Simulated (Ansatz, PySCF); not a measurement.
System: SiF₂, charge 1, multiplicity 2. 
Geometry from a B3LYP-D3(BJ)/def2-TZVP (Ansatz, a first-principles code) optimisation:
```
Si
F 1 1.5399
F 1 1.5399 2 120.12
```
Charge +1, spin multiplicity 2.

Total electronic energies in hartree. Cores are frozen in the correlated levels unless marked. Open shells are spin-unrestricted. Spin-orbit coupling is left out. No relativistic terms. CBS marks a two-point X^-3 extrapolation of the correlation energy; Hartree-Fock from the larger set.

```csv
level,program,energy (Eh)
HF/def2-TZVPD,PySCF,-487.65964
PBE-D4/def2-TZVPD,Ansatz + dftd4,-488.65521
PBE0/6-31G*,Ansatz,-488.54185
TPSSh-D3(BJ)/def2-TZVPD,PySCF + dftd3,-488.99190
RI-MP2/cc-pV(Q+d)Z,Ansatz,-488.29737
CCSD/6-31G,Ansatz,-487.66987
CCSD/6-31G*,Ansatz,-487.93354
CCSD/cc-pV(D+d)Z,Ansatz,-487.98211
"CCSD(T)/CBS(cc-pV(T+d)Z,cc-pV(Q+d)Z)",Ansatz,-488.3526
```

Totals of different functionals don't rank their quality; only differences between species are comparable.
